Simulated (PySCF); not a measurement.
PySCF input for fluoro(prop-1-en-2-yloxy)borinic acid (C₃H₆BFO₂), SMILES C=C(OB(F)O)C, ωB97X-D3(BJ)/def2-SVP. 

```python
import numpy as np
from pyscf import gto, scf, dft
from pyscf.geomopt import geometric_solver

mol = gto.M(
    atom='''
    C    -1.72921150   -0.94444468    0.02424695
    C    -1.19745295    0.26616090   -0.02290237
    C    -1.93864145    1.54003139    0.24327841
    O     0.11226254    0.50839459   -0.38130294
    B     1.19731980   -0.21475300   -0.10818554
    O     2.38145989    0.14623800   -0.62000997
    F     1.15372820   -1.29066022    0.71251881
    H    -1.15226719   -1.82768518   -0.17985232
    H    -2.76314322   -1.07945317    0.28032663
    H    -1.51719522    2.03776988    1.11525103
    H    -2.99074384    1.34054202    0.41598624
    H    -1.82684992    2.20931199   -0.60727169
    H     3.12210239   -0.39832487   -0.35341640
    ''',
    basis='def2-SVP',
    charge=0,
    spin=0,
    max_memory=1600,
    verbose=3,
)
mf = dft.RKS(mol, xc='wb97x-d3bj').density_fit(auxbasis='def2-universal-jkfit')
mf.grids.level = 3
mf.conv_tol = 1e-9
mf.max_cycle = 100
mf.kernel()
grad = mf.nuc_grad_method()
grad.grid_response = mol.nao <= 150
conv, mol_eq = geometric_solver.kernel(grad, convergence_set='GAU_TIGHT', maxsteps=100)
print(mol_eq.tostring(format='xyz'))
mf.reset(mol_eq)
mf.kernel()
```

It prints:

```
converged SCF energy = -393.030431103354
[banner and settings of the optimiser left out]
Geometry optimization cycle 1
Cartesian coordinates (Angstrom)
 Atom        New coordinates             dX        dY        dZ
   C  -1.729211  -0.944445   0.024247    0.000000  0.000000  0.000000
   C  -1.197453   0.266161  -0.022902    0.000000  0.000000  0.000000
   C  -1.938641   1.540031   0.243278    0.000000 -0.000000 -0.000000
   O   0.112263   0.508395  -0.381303    0.000000  0.000000  0.000000
   B   1.197320  -0.214753  -0.108186    0.000000  0.000000  0.000000
   O   2.381460   0.146238  -0.620010    0.000000  0.000000  0.000000
   F   1.153728  -1.290660   0.712519    0.000000  0.000000  0.000000
   H  -1.152267  -1.827685  -0.179852    0.000000  0.000000  0.000000
   H  -2.763143  -1.079453   0.280327    0.000000  0.000000  0.000000
   H  -1.517195   2.037770   1.115251    0.000000  0.000000  0.000000
   H  -2.990744   1.340542   0.415986    0.000000  0.000000 -0.000000
   H  -1.826850   2.209312  -0.607272    0.000000  0.000000  0.000000
   H   3.122102  -0.398325  -0.353416    0.000000  0.000000  0.000000

WARN: Mole.unit (angstrom) is changed to Bohr

converged SCF energy = -393.030431103354
--------------- DFRKS_Scanner gradients ---------------
         x                y                z
0 C    -0.0023783066     0.0044381627     0.0006405725
1 C    -0.0036036982    -0.0107391805     0.0016194641
2 C    -0.0060174715     0.0071718294     0.0015419624
3 O     0.0195218094    -0.0132052936     0.0049824310
4 B    -0.0102935737     0.0223634708    -0.0175260324
5 O    -0.0086124247    -0.0118218335     0.0116674855
6 F     0.0027221332    -0.0022493591     0.0024035318
7 H    -0.0076024501     0.0100669986     0.0025730479
8 H     0.0127835528    -0.0003367810    -0.0033735168
9 H    -0.0032068930    -0.0048848070    -0.0069770913
10 H     0.0088984010     0.0008990757    -0.0016554741
11 H    -0.0003125371    -0.0061148831     0.0067172398
[...]
2 C     0.0000139784    -0.0000020518    -0.0000021080
3 O    -0.0000184098    -0.0000376134     0.0000365999
4 B    -0.0000104969    -0.0000164343    -0.0000386818
5 O    -0.0000053883     0.0000191605    -0.0000101345
6 F    -0.0000042535     0.0000023063     0.0000165110
7 H     0.0000097341    -0.0000027561     0.0000015610
8 H    -0.0000044257    -0.0000071803     0.0000000583
9 H    -0.0000028421     0.0000033968     0.0000030880
10 H    -0.0000032072    -0.0000003311    -0.0000012755
11 H    -0.0000039729     0.0000028610    -0.0000033787
12 H     0.0000015987    -0.0000002290     0.0000117680
----------------------------------------------
cycle 23: E = -393.03267109  dE = -1.05012e-07  norm(grad) = 9.40802e-05
Step   22 : Displace = 1.274e-03/2.076e-03 (rms/max) Trust = 3.000e-01 (=) Grad = 2.609e-05/5.562e-05 (rms/max) E (change) = -393.0326710903 (-1.050e-07) Quality = 1.357
Hessian Eigenvalues: 7.29995e-04 2.50559e-03 2.91576e-03 ... 6.23680e-01 6.99561e-01 7.69324e-01

Geometry optimization cycle 24
Cartesian coordinates (Angstrom)
 Atom        New coordinates             dX        dY        dZ
   C  -1.664793  -1.002793   0.041121    0.000458 -0.000579  0.000107
   C  -1.200673   0.248344   0.004198   -0.000070 -0.000395  0.000046
   C  -1.998069   1.482170   0.304332   -0.000387 -0.000796  0.000876
   O   0.085682   0.571851  -0.365426   -0.000450  0.000265 -0.000890
   B   1.219711  -0.146105  -0.144963    0.000035  0.001039 -0.000762
   O   2.370334   0.285664  -0.717176   -0.000224  0.001606 -0.000856
   F   1.224744  -1.244573   0.627403    0.000675  0.001019 -0.000812
   H  -1.034133  -1.861765  -0.193700    0.000546 -0.000307 -0.000618
   H  -2.704225  -1.183563   0.320691    0.000750 -0.000983  0.000917
   H  -1.539996   2.033100   1.141624    0.000213 -0.000591  0.000408
   H  -3.035537   1.231861   0.562223   -0.000005 -0.001297  0.001912
   H  -1.993430   2.152528  -0.569858   -0.001567 -0.000786  0.000880
   H   3.121682  -0.273551  -0.491799    0.000026  0.001808 -0.001207
converged SCF energy = -393.032671122517
--------------- DFRKS_Scanner gradients ---------------
         x                y                z
0 C    -0.0000007519    -0.0000006144     0.0000011844
1 C     0.0000119695     0.0000166131    -0.0000049295
2 C     0.0000045868    -0.0000009096    -0.0000013270
3 O    -0.0000094379    -0.0000189917     0.0000102967
4 B    -0.0000060843    -0.0000052871    -0.0000054519
5 O     0.0000008887     0.0000084287    -0.0000057048
6 F    -0.0000013126     0.0000040470     0.0000020500
7 H     0.0000031465    -0.0000009310     0.0000010244
8 H    -0.0000009721    -0.0000027532     0.0000014906
9 H    -0.0000009587     0.0000015214    -0.0000006763
10 H    -0.0000005248    -0.0000002173    -0.0000005334
11 H    -0.0000022255     0.0000003828    -0.0000019615
12 H     0.0000016628    -0.0000012622     0.0000045016
----------------------------------------------
cycle 24: E = -393.032671123  dE = -3.22105e-08  norm(grad) = 3.61542e-05
Step   23 : Displace = 4.635e-04/7.522e-04 (rms/max) Trust = 3.000e-01 (=) Grad = 1.003e-05/2.357e-05 (rms/max) E (change) = -393.0326711225 (-3.221e-08) Quality = 1.268
Hessian Eigenvalues: 7.59302e-04 2.51340e-03 3.26249e-03 ... 6.23664e-01 7.00324e-01 7.43048e-01

Geometry optimization cycle 25
Cartesian coordinates (Angstrom)
 Atom        New coordinates             dX        dY        dZ
   C  -1.664752  -1.002767   0.041089    0.000041  0.000026 -0.000031
   C  -1.200644   0.248373   0.004246    0.000029  0.000028  0.000048
   C  -1.998098   1.482157   0.304414   -0.000028 -0.000013  0.000082
   O   0.085723   0.571984  -0.365339    0.000040  0.000133  0.000087
   B   1.219725  -0.146057  -0.144951    0.000014  0.000048  0.000012
   O   2.370363   0.285665  -0.717156    0.000029  0.000001  0.000021
   F   1.224701  -1.244645   0.627247   -0.000043 -0.000072 -0.000156
   H  -1.034123  -1.861752  -0.193745    0.000010  0.000013 -0.000045
   H  -2.704197  -1.183504   0.320620    0.000028  0.000059 -0.000071
   H  -1.540052   2.033064   1.141734   -0.000056 -0.000035  0.000111
   H  -3.035565   1.231812   0.562266   -0.000028 -0.000049  0.000043
   H  -1.993436   2.152544  -0.569751   -0.000006  0.000017  0.000107
   H   3.121654  -0.273710  -0.492000   -0.000028 -0.000159 -0.000201
converged SCF energy = -393.032671127303
--------------- DFRKS_Scanner gradients ---------------
         x                y                z
0 C    -0.0000001529    -0.0000009383     0.0000009268
1 C    -0.0000015305    -0.0000022058     0.0000006345
2 C    -0.0000011927     0.0000010280    -0.0000005977
3 O    -0.0000003427    -0.0000017569    -0.0000014340
4 B     0.0000032693    -0.0000001996     0.0000034163
5 O     0.0000008583    -0.0000000994    -0.0000005920
6 F    -0.0000007114     0.0000019632    -0.0000013224
7 H    -0.0000006271     0.0000009669     0.0000025513
8 H     0.0000019523     0.0000002471    -0.0000000303
9 H     0.0000002158     0.0000012981    -0.0000008622
10 H    -0.0000003206    -0.0000001316    -0.0000005343
11 H    -0.0000006357    -0.0000003185    -0.0000021423
12 H    -0.0000007751     0.0000001180    -0.0000000047
----------------------------------------------
cycle 25: E = -393.032671127  dE = -4.78627e-09  norm(grad) = 8.20834e-06
Step   24 : Displace = 9.164e-05/1.996e-04 (rms/max) Trust = 3.000e-01 (=) Grad = 2.277e-06/4.733e-06 (rms/max) E (change) = -393.0326711273 (-4.786e-09) Quality = 1.231
Hessian Eigenvalues: 7.51657e-04 2.53988e-03 3.33316e-03 ... 6.23695e-01 7.01781e-01 7.60602e-01

Geometry optimization cycle 26
Cartesian coordinates (Angstrom)
 Atom        New coordinates             dX        dY        dZ
   C  -1.664528  -1.002963   0.041095    0.000224 -0.000196  0.000006
   C  -1.200654   0.248263   0.004312   -0.000010 -0.000110  0.000066
   C  -1.998270   1.481853   0.304832   -0.000172 -0.000304  0.000418
   O   0.085573   0.572173  -0.365545   -0.000150  0.000188 -0.000206
   B   1.219731  -0.145666  -0.145267    0.000006  0.000391 -0.000316
   O   2.370210   0.286164  -0.717702   -0.000153  0.000498 -0.000546
   F   1.224997  -1.244193   0.627020    0.000296  0.000452 -0.000227
   H  -1.033824  -1.861816  -0.194028    0.000299 -0.000063 -0.000283
   H  -2.703871  -1.183906   0.320882    0.000326 -0.000403  0.000262
   H  -1.540136   2.032723   1.142126   -0.000084 -0.000341  0.000392
   H  -3.035635   1.231286   0.562875   -0.000070 -0.000526  0.000609
   H  -1.993910   2.152360  -0.569240   -0.000474 -0.000184  0.000512
   H   3.121618  -0.273108  -0.492684   -0.000036  0.000601 -0.000685
converged SCF energy = -393.032671129479
--------------- DFRKS_Scanner gradients ---------------
         x                y                z
0 C     0.0000006914     0.0000010167     0.0000007265
1 C    -0.0000067966    -0.0000088503     0.0000034030
2 C    -0.0000024595     0.0000004749    -0.0000007341
3 O     0.0000029724     0.0000075651    -0.0000073171
4 B     0.0000064196     0.0000053405     0.0000034692
5 O    -0.0000004798    -0.0000060013     0.0000031659
6 F     0.0000007339    -0.0000012568     0.0000004047
7 H    -0.0000015998     0.0000002634     0.0000013439
8 H     0.0000015733     0.0000011705     0.0000018283
9 H     0.0000002452     0.0000001501    -0.0000022974
10 H     0.0000003623    -0.0000001225    -0.0000004723
11 H     0.0000002148    -0.0000015276    -0.0000011826
12 H    -0.0000019033     0.0000017956    -0.0000023382
----------------------------------------------
cycle 26: E = -393.032671129  dE = -2.17591e-09  norm(grad) = 2.0696e-05
Step   25 : Displace = 1.219e-04/3.191e-04 (rms/max) Trust = 3.000e-01 (=) Grad = 5.740e-06/1.167e-05 (rms/max) E (change) = -393.0326711295 (-2.176e-09) Quality = 1.145
Hessian Eigenvalues: 1.10469e-03 2.64501e-03 3.90488e-03 ... 6.23550e-01 7.00840e-01 7.80275e-01

Geometry optimization cycle 27
Cartesian coordinates (Angstrom)
 Atom        New coordinates             dX        dY        dZ
   C  -1.664619  -1.002856   0.040986   -0.000091  0.000107 -0.000109
   C  -1.200637   0.248335   0.004310    0.000017  0.000072 -0.000001
   C  -1.998173   1.481965   0.304865    0.000097  0.000112  0.000033
   O   0.085634   0.572171  -0.365452    0.000061 -0.000002  0.000093
   B   1.219706  -0.145814  -0.145219   -0.000024 -0.000148  0.000047
   O   2.370241   0.285942  -0.717603    0.000031 -0.000222  0.000098
   F   1.224855  -1.244403   0.626982   -0.000142 -0.000210 -0.000038
   H  -1.033977  -1.861751  -0.194159   -0.000153  0.000064 -0.000131
   H  -2.703995  -1.183726   0.320709   -0.000124  0.000180 -0.000173
   H  -1.540049   2.032739   1.142226    0.000087  0.000016  0.000100
   H  -3.035576   1.231466   0.562822    0.000059  0.000180 -0.000053
   H  -1.993699   2.152532  -0.569159    0.000211  0.000172  0.000081
   H   3.121591  -0.273429  -0.492631   -0.000027 -0.000321  0.000053
converged SCF energy = -393.03267113254
--------------- DFRKS_Scanner gradients ---------------
         x                y                z
0 C     0.0000005470     0.0000006145     0.0000001753
1 C    -0.0000045747    -0.0000054283     0.0000033078
2 C    -0.0000022180    -0.0000004208    -0.0000013113
3 O     0.0000045902     0.0000089935    -0.0000062056
4 B     0.0000014172     0.0000043828     0.0000037003
5 O    -0.0000012141    -0.0000042666     0.0000031549
6 F     0.0000013294    -0.0000013156     0.0000001486
7 H    -0.0000003593    -0.0000014168     0.0000011424
8 H    -0.0000010927     0.0000010529     0.0000022810
9 H     0.0000000273    -0.0000004813    -0.0000029263
10 H     0.0000004214     0.0000000998    -0.0000006166
11 H     0.0000005969    -0.0000020280    -0.0000006248
12 H     0.0000005207     0.0000002189    -0.0000022289
----------------------------------------------
cycle 27: E = -393.032671133  dE = -3.06119e-09  norm(grad) = 1.75453e-05
Step   26 : Displace = 3.022e-05/5.527e-05 (rms/max) Trust = 3.000e-01 (=) Grad = 4.866e-06/1.185e-05 (rms/max) E (change) = -393.0326711325 (-3.061e-09) Quality = 1.721
Hessian Eigenvalues: 1.10469e-03 2.64501e-03 3.90488e-03 ... 6.23550e-01 7.00840e-01 7.80275e-01
Converged! =D

13
XYZ from PySCF
C          -1.66461887       -1.00285622        0.04098559
C          -1.20063747        0.24833501        0.00431047
C          -1.99817320        1.48196521        0.30486521
O           0.08563369        0.57217053       -0.36545180
B           1.21970643       -0.14581423       -0.14521930
O           2.37024089        0.28594153       -0.71760343
F           1.22485529       -1.24440271        0.62698161
H          -1.03397651       -1.86175149       -0.19415920
H          -2.70399463       -1.18372598        0.32070935
H          -1.54004931        2.03273909        1.14222595
H          -3.03557584        1.23146623        0.56282199
H          -1.99369903        2.15253175       -0.56915908
H           3.12159076       -0.27342871       -0.49263098
converged SCF energy = -393.03267113265
```

The run converged.
